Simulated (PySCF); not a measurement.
Computed properties of C2H7NSi2, SMILES [SiH3][C@H]1N=C[SiH2]1

C₂H₇NSi₂, SMILES [SiH3][C@H]1N=C[SiH2]1. Geometry optimised at B3LYP-D3(BJ)/def2-SVP. The structure was generated by enumeration; whether it is a known compound was not checked. The values are those of a single conformer. All values are computed for the isolated molecule unless a solvent is named; none is compared with measurement here.

**Structure.** All 30 harmonic modes at B3LYP-D3(BJ)/def2-SVP (PySCF) are real, so it is a minimum. With heavy atoms numbered as in [SiH3:1][C@H:2]1[N:3]=[CH:4][SiH2:5]1, the shortest bond between them is N3–C4 at 1.290 Å and the longest C2–Si5 at 1.924 Å.

**Vibrations.** The strongest infrared lines (harmonic, unscaled, degenerate partners summed) lie at 929 cm⁻¹ (239 km/mol, H 89 %, Si 9 %), 2216 cm⁻¹ (117 km/mol, H 97 %), 2231 cm⁻¹ (113 km/mol, H 96 %). The softest mode is at 128 cm⁻¹ and the zero-point energy is 49.5 kcal/mol.

**Electronic structure.** HF/def2-TZVP (PySCF) places the frontier levels at -10.30 and 2.55 eV, a gap of 12.85 eV, and gives a dipole moment of 2.10 D and a mean polarisability of 75.8 bohr³. PBE/def2-TZVP (PySCF) at the same geometry gives -5.71 and -2.12 eV, so its gap is 9.26 eV narrower. An orbital gap is neither the optical nor the fundamental gap.

**Excitations.** TDDFT-CAM-B3LYP/def2-SVPD (PySCF) has S1 at 4.20 eV (296 nm, f = 0.000, dark); the most intense of the 10 singlets computed lies at 7.15 eV (f = 0.08). T1 (TDA) is at 3.37 eV. TDDFT-PBE/def2-SVPD (PySCF) puts S1 at 3.93 eV. No vertical singlet excitation falls in the visible range (under 3.1 eV).

**NMR.** GIAO shifts at PBE0/pcSseg-1 (PySCF) (non-relativistic, atoms alike by connectivity averaged): ¹³C from 48.7 to 198.0 ppm against TMS; ¹H from 4.1 to 9.1 ppm against TMS; ²⁹Si from -61.0 to -6.8 ppm against TMS.
